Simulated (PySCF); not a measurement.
Trends in electronic spectra. Computed with PySCF, TDDFT CAM-B3LYP/def2-SVPD, vertical, gas phase, core orbitals frozen in the response. Geometries: GFN2-xTB; one conformer of each isolated species. Triplets are in the Tamm–Dancoff approximation.

Task: Rank by computed S1–T1 gap, highest first.
A. `C[C@@H]1C[C@@]1(F)C(=O)F`
B. `FC(F)COC1=CC1`
C. `FC1=C[C@@H](F)CCO1`
D. `C[Si@@H]1CC[SiH2]O1`
E. `C=CS(=O)(=O)CC(F)F`
F. `FC1=C[C@H](F)COC1`

Result: F (2.53 eV), C (2.34 eV), B (2.04 eV), E (1.84 eV), A (0.57 eV), D (0.31 eV).

```csv
SMILES,S1−T1 (eV),S1 (eV),T1 (eV),S1 mainly,T1 mainly,f(S1)
FC1=C[C@H](F)COC1,2.53,6.94,4.41,H→L (64%),H→L (76%),0.095
FC1=C[C@@H](F)CCO1,2.34,6.88,4.53,H→L (79%),H→L+1 (85%),0.019
FC(F)COC1=CC1,2.04,6.40,4.35,H→L (51%),H→L+3 (42%),0.009
C=CS(=O)(=O)CC(F)F,1.84,6.29,4.45,H→L (92%),H-2→L (46%),0.004
C[C@@H]1C[C@@]1(F)C(=O)F,0.57,6.06,5.49,H-1→L (59%),H-1→L (57%),0.002
C[Si@@H]1CC[SiH2]O1,0.31,7.33,7.02,H→L (62%),H→L (44%),0.009
```

H and L stand for HOMO and LUMO. For `FC1=C[C@@H](F)CCO1`, `FC(F)COC1=CC1` and `C=CS(=O)(=O)CC(F)F` the leading configurations of S1 and T1 differ. Singlets come from full response and triplets from the Tamm–Dancoff approximation.
